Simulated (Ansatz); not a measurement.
Start from `CBN` and change one atom or group to get `CBNC`.

Ansatz, PBE0-D4/def2-TZVP geometries, multiplicity 1. Each molecule was computed in one conformer, which needn't be the lowest.

```csv
property,`CBN`
size of the dipole moment (ωB97M-V/def2-TZVPP) / D,1.57
zero-point energy (PBE0-D4/def2-TZVP) / kJ/mol,201.4
HOMO–LUMO gap (PBE/def2-TZVPP) / eV,6.77
size of the dipole moment (B3LYP/def2-TZVPP) / D,1.56
LUMO energy (ωB97M-V/def2-TZVPP) / eV,2.29
HOMO–LUMO gap (PBE0/def2-TZVPP) / eV,9.14
```

**Question.** Give the same properties after the change, and the shifts. (An estimate is asked.)

**Answer.** Computed: 
```csv
property,`CBNC`,shift
size of the dipole moment (ωB97M-V/def2-TZVPP) / D,1.61,0.04
zero-point energy (PBE0-D4/def2-TZVP) / kJ/mol,275.8,74.4
HOMO–LUMO gap (PBE/def2-TZVPP) / eV,6.11,-0.66
size of the dipole moment (B3LYP/def2-TZVPP) / D,1.61,0.05
LUMO energy (ωB97M-V/def2-TZVPP) / eV,2.32,0.03
HOMO–LUMO gap (PBE0/def2-TZVPP) / eV,8.37,-0.77
```

The zero-point energy changes by 74.4 kJ/mol with +9 modes. Dipoles are sizes alone; their direction can turn.

B3LYP here is the variant with VWN-RPA as its local correlation; programs differ in this.
